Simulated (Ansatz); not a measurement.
The first iterations of a band of GeH4 + H4Si (10 atoms, charge 0, multiplicity 1).

Computed with Ansatz 0.2.0, RKS CAM-B3LYP/def2-SVP.

| Quantity | Value |
| --- | --- |
| movable images | 5 |
| climbing image | yes |
| spring | 5.0 eV/Å² |
| optimiser | quadratic models (default) |
| start path | through a guess of the saddle point |
| force threshold | 0.05 eV/Å |
| iteration limit | 60 |
| end points | relaxed |

Image 0:

```xyz
10
Properties=species:S:1:pos:R:3
Ge 0.821 -0.031 -0.277
H 1.409 0.018 1.140
H 1.942 0.192 -1.303
H -0.239 1.070 -0.432
H 0.169 -1.400 -0.515
Si -3.273 0.031 1.491
H -3.369 -0.842 0.291
H -4.292 -0.388 2.491
H -3.514 1.445 1.099
H -1.916 -0.095 2.087
```

Image 6:

```xyz
10
Properties=species:S:1:pos:R:3
Ge -0.522 -0.252 -0.661
H 0.227 0.686 2.926
H 0.710 -0.120 0.248
H -0.459 0.863 -1.718
H -0.441 -1.606 -1.383
Si -2.528 -0.099 0.613
H -3.705 -0.313 -0.275
H -2.537 -1.137 1.681
H -2.641 1.245 1.243
H -0.370 0.734 3.399
```

| iteration | highest image above the first end (eV) | largest band force component (eV/Å) |
| --- | --- | --- |
| 1 | 5.964 | 4.918 |
| 2 | 4.848 | 1.651 |
| 3 | 4.122 | 1.559 |
| 4 | 3.646 | 1.057 |
| 5 | 3.289 | 1.782 |
| 6 | 2.909 | 1.055 |
| 7 | 2.714 | 0.863 |
| 8 | 2.150 | 0.549 |
| 9 | 1.727 | 1.912 |
| 10 | 1.842 | 1.624 |
| 11 | 2.034 | 2.261 |

Q: Does the band converge within its limit, and where does its top end?

A: The forces met the threshold. It ended after 34 iterations with the highest image 3.883 eV above the first end. Neighbouring images differ by up to 3.6 eV, so the band resolves the path poorly. A vibrational analysis at the climbing image gives one clearly imaginary mode, 1988i cm⁻¹: a first-order saddle point. The orbitals stay closed-shell, which can raise the energy where a bond breaks towards radicals; this wasn't checked here.

Run time: 3.4 min on 4 threads of AMD EPYC 7R43 64-Core Processor (Zen 3) (shared host), peak memory 0.24 GiB.
